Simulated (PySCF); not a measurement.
Compound: C5H4F4O2.
SMILES with atom numbers: `[F:1][C@@H:2]1[CH:3]=[CH:4][O:5][C@H:6]1[O:7][C:8]([F:9])([F:10])[F:11]` (hydrogens: H12 on C2; H13 on C3; H14 on C4; H15 on C6)

The same species was optimised twice, with GFN2-xTB and with PBE0-D3(BJ)/def2-SVP (PySCF), and the same property calculations (PySCF, gas phase) were run on both structures.

```
     coordinate  GFN2-xTB  PBE0-D3(BJ)/def2-SVP  change
      C6–O7 (Å)     1.430                 1.406  -0.024
      O7–C8 (Å)     1.330                 1.349  +0.019
      C3=C4 (Å)     1.326                 1.336  +0.010
      O5–C6 (Å)     1.396                 1.406  +0.010
      C4–O5 (Å)     1.367                 1.357  -0.010
     C8–F10 (Å)     1.327                 1.318  -0.009
      C2–C6 (Å)     1.545                 1.536  -0.009
      C2–C3 (Å)     1.500                 1.491  -0.009
     C8–F11 (Å)     1.336                 1.328  -0.008
      C8–F9 (Å)     1.341                 1.335  -0.006
      F1–C2 (Å)     1.376                 1.378  +0.002
 F10–C8–F11 (°)     106.9                 108.6    +1.7
   O7–C8–F9 (°)     113.4                 111.8    -1.6
  O7–C8–F11 (°)     114.2                 112.7    -1.5
   C6–O7–C8 (°)     116.8                 118.4    +1.6
  F9–C8–F10 (°)     107.2                 108.7    +1.5
  F9–C8–F11 (°)     106.0                 107.4    +1.4
  O7–C8–F10 (°)     108.7                 107.6    -1.1
   C4–O5–C6 (°)     108.1                 107.1    -1.0
O5–C6–O7–C8 (°)       -64                   -73      -9
C6–O7–C8–F9 (°)       -50                   -49      +1
```

Rotational constants: A = 2218, B = 716.2, C = 631.2 MHz (GFN2-xTB) against A = 2207, B = 715.2, C = 634.3 MHz (PBE0-D3(BJ)/def2-SVP). Point groups within 0.08 Å: C1 and C1.

On the GFN2-xTB structure: HOMO (eV) -7.66 [PBE0/pcSseg-1]; LUMO (eV) -0.44 [PBE0/pcSseg-1]; dipole (D) 2.42 [PBE0/pcSseg-1]; GIAO shielding of F1 (ppm) 371.3 [PBE0/pcSseg-1]; GIAO shielding of C2 (ppm) 82.5 [PBE0/pcSseg-1]; GIAO shielding of C3 (ppm) 79.4 [PBE0/pcSseg-1]; GIAO shielding of C4 (ppm) 26.1 [PBE0/pcSseg-1]; GIAO shielding of O5 (ppm) 159.7 [PBE0/pcSseg-1]; GIAO shielding of C6 (ppm) 78.0 [PBE0/pcSseg-1]; GIAO shielding of O7 (ppm) 178.4 [PBE0/pcSseg-1]; GIAO shielding of C8 (ppm) 56.6 [PBE0/pcSseg-1].

What do these properties become on the PBE0-D3(BJ)/def2-SVP structure?

| property | level | on GFN2-xTB | on PBE0-D3(BJ)/def2-SVP | change |
| --- | --- | --- | --- | --- |
| HOMO (eV) | PBE0/pcSseg-1 | -7.66 | -7.52 | +0.14 |
| LUMO (eV) | PBE0/pcSseg-1 | -0.44 | -0.38 | +0.06 |
| dipole (D) | PBE0/pcSseg-1 | 2.42 | 1.88 | -0.54 |
| energy, GFN2-xTB geometry as zero (kcal/mol) | PBE0/pcSseg-1 | 0.0 | -1.2 | -1.2 |
| GIAO shielding of F1 (ppm) | PBE0/pcSseg-1 | 371.3 | 367.6 | -3.7 |
| GIAO shielding of C2 (ppm) | PBE0/pcSseg-1 | 82.5 | 85.1 | +2.6 |
| GIAO shielding of C3 (ppm) | PBE0/pcSseg-1 | 79.4 | 79.2 | -0.2 |
| GIAO shielding of C4 (ppm) | PBE0/pcSseg-1 | 26.1 | 23.0 | -3.1 |
| GIAO shielding of O5 (ppm) | PBE0/pcSseg-1 | 159.7 | 154.8 | -4.9 |
| GIAO shielding of C6 (ppm) | PBE0/pcSseg-1 | 78.0 | 80.0 | +2.0 |
| GIAO shielding of O7 (ppm) | PBE0/pcSseg-1 | 178.4 | 175.3 | -3.1 |
| GIAO shielding of C8 (ppm) | PBE0/pcSseg-1 | 56.6 | 57.1 | +0.5 |

The heavy atoms differ by 0.098 Å rms after alignment. Among bonds between heavy atoms C6–O7 changes most (-0.024 Å). Changes are differences of the printed values. Neither structure is proved a minimum here.

Conformer computed: `[F:1][C@@H:2]1[CH:3]=[CH:4][O:5][C@H:6]1[O:7][C:8]([F:9])([F:10])[F:11]`: O5–C6–O7–C8 -73°, C6–O7–C8–F9 -49°.
